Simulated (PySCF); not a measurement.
Harmonic spectrum computed at PBE0 in the def2-TZVP basis family (core potentials from Rb on, PySCF, no spin–orbit coupling):

```tsv
ω (cm⁻¹)	IR (km/mol)
168	16.7
171	3.2
586	45.7
776	69.8
925	48.3
3853	81.8
```

Q: Which molecule gave it? In each, all ligands are bound to the one heavy central atom.
A. IO(OH) (singlet)
B. ScO(OH) (singlet)
C. InO(OH) (singlet)
D. TlO(OH) (singlet)

A: D. It has Cs symmetry with O–H 0.963 Å, Tl–O 1.858 Å, Tl–O 1.992 Å.
